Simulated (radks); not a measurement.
The numbers below are computed, except where a source is named.
How relativity changes the ionisation of the dysprosium ion Dy2+ ([Xe] 4f10) to Dy3+ ([Xe] 4f9). Spin-unpolarised spherical Kohn-Sham, PBEsol, point nucleus unless stated (finite: rms radius 5.2218 fm), a radial shooting solver on a logarithmic mesh with Libxc functionals. A level marked "c x" has the speed of light scaled by that factor and shares open shells by 2j + 1; other Dirac levels either fill j = l - 1/2 first or share by 2j + 1.

| level | E(Dy2+) (hartree) | E(Dy3+) (hartree) | IE (eV) | HOMO | <r> HOMO (bohr) |
|---|---|---|---|---|---|
| non-rel. | -11640.4860 | -11639.3982 | 29.599 | 4f | 0.8230 |
| scalar-rel. | -12152.5872 | -12151.6427 | 25.700 | 4f | 0.8663 |
| scalar-rel., finite nucleus | -12151.5093 | -12150.5648 | 25.702 | 4f | 0.8663 |
| Dirac, 2j+1 shares | -12163.5520 | -12162.6105 | 25.619 | 4f7/2 | 0.8750 |
| Dirac, low j first | -12163.6075 | -12162.6851 | 25.100 | 4f7/2 | 0.8769 |
| Dirac, 2j+1 shares, finite nucleus | -12162.4671 | -12161.5255 | 25.621 | 4f7/2 | 0.8749 |
| Dirac, c x 0.75 | -12681.6189 | -12680.7821 | 22.772 | 4f7/2 | 0.9289 |
| Dirac, c x 2 | -11759.8304 | -11758.7802 | 28.578 | 4f7/2 | 0.8346 |
| Dirac, c x 3 | -11692.7128 | -11691.6418 | 29.143 | 4f7/2 | 0.8281 |

NIST Atomic Spectra Database: 22.89 eV (semi-empirical). The relativistic part of the total energy of Dy2+ is -522 hartree (Dirac, 2j+1 shares, finite nucleus), 4.5 % of the non-relativistic value. Spin polarisation and multiplet splitting of open shells are left out at every level.

Beside tabulated values, note that relativity, absent from the non-relativistic runs, is large for the heavy elements, and spin-unpolarised runs miss the spin-polarisation part of the exchange energy of open shells.
